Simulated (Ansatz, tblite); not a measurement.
Removing and adding an electron: Cd10H30Se10. The state is a singlet with charge 0. Geometry: r2SCAN-D4/def2-SVP, loosely relaxed. Ansatz, gas phase; energy differences of separate SCF runs; the oxidised species was run as a doublet alone; the reduced species was run as a doublet alone.

```xyz
50

Cd   -3.285   -1.570    0.225
Cd   -2.645   -0.161   -4.988
Cd   -2.262    2.561    1.327
Cd   -0.492    2.029   -4.049
Cd    1.347   -3.913   -1.478
Cd   -0.632   -0.679    3.452
Cd    2.661   -4.825    1.354
Cd    0.801    0.012   -0.680
Cd    2.736    4.810    1.229
Cd    3.935    1.826    1.217
Se   -3.545   -0.389   -2.245
Se   -1.207   -3.412   -0.487
Se   -1.250    0.087    0.993
Se   -0.091   -0.594   -3.132
Se   -1.889    2.778   -1.613
Se    0.143    3.737    1.979
Se    2.522   -1.889    0.085
Se    0.452   -3.183    2.673
Se    1.932    0.749    3.026
Se    2.010    2.400   -0.739
H    -4.547   -2.200    1.156
H    -3.005   -1.499   -5.927
H    -5.400    1.424   -5.401
H    -3.766    3.142    1.826
H    -2.193    1.576   -4.800
H     0.743    3.053   -4.570
H     1.769   -4.241   -3.079
H     1.607   -5.229    0.002
H    -1.198   -0.528    5.033
H     0.873   -7.197    2.656
H     3.902   -4.886    2.468
H     2.613    6.317    0.514
H     2.891    5.471    4.491
H     5.324    0.905    0.962
H     3.658    3.517    2.074
H    -4.928    0.110   -2.193
H    -5.561    0.826   -4.963
H    -1.709   -4.774   -0.244
H    -0.424   -3.299    1.201
H     1.221   -0.693   -3.792
H    -2.728    1.402   -1.816
H    -2.988    3.599   -2.150
H    -0.168    4.267    3.315
H     2.172    5.544    4.259
H     3.572   -1.609   -0.906
H     1.128   -6.768    3.228
H    -0.480   -4.090    3.362
H     2.371    1.309    4.316
H     1.072    2.069    2.673
H     2.937    2.112   -1.845
```

In the def2 sets Cd takes a core potential; there is no spin–orbit coupling. The xTB rows come from tblite. Single mean-field runs in def2-TZVP are fitted with def2-universal-jkfit. In the singlet geometry the species has come apart into loosely held pieces. In the singlet, H33 and H44 lie 0.76 Å apart, H23 and H37 lie 0.76 Å apart, H30 and H46 lie 0.76 Å apart (atoms count from 1), so H2 has formed as a molecule. In the doublet geometry the species has come apart into loosely held pieces.

| level | −HOMO (eV) | vertical IE (eV) | −LUMO (eV) | vertical EA (eV) | HOMO–LUMO gap (eV) | IE − EA (eV) | remarks |
| --- | --- | --- | --- | --- | --- | --- | --- |
| GFN1-xTB | 9.51 | 10.91 | 6.54 | 5.36 | 2.97 | 5.55 | loose geometry (+1 doublet), loose geometry (-1 doublet), loose geometry (singlet) |
| GFN2-xTB | 10.77 | 12.00 | 7.24 | 5.82 | 3.54 | 6.18 | loose geometry (+1 doublet), loose geometry (-1 doublet), loose geometry (singlet) |
| PBE-D4/def2-TZVP | 5.95 | – | 2.69 | 1.42 | 3.26 | – | loose geometry (-1 doublet), loose geometry (singlet) |
| r2SCANh-D4/def2-TZVP | 6.58 | 7.82 | 2.23 | 1.12 | 4.35 | 6.70 | HOMO above zero (-1 doublet), loose geometry (+1 doublet), loose geometry (-1 doublet), loose geometry (singlet) |
| PBE0-D4/def2-TZVP | 6.96 | 7.98 | 1.96 | 1.12 | 5.00 | 6.86 | loose geometry (+1 doublet), loose geometry (-1 doublet), loose geometry (singlet) |

Run but left out: PBE-D4/def2-TZVP (charge +1 doublet: an occupied level 0.00 eV above an empty one).   A HOMO above zero means that the electron is unbound at that level or that self-interaction error raises the level; the energy of removing that electron tells which. Raw xTB energy differences between charge states are shifted by several eV; the methods need an empirical correction for them. Sets without diffuse functions give affinities that are too small.
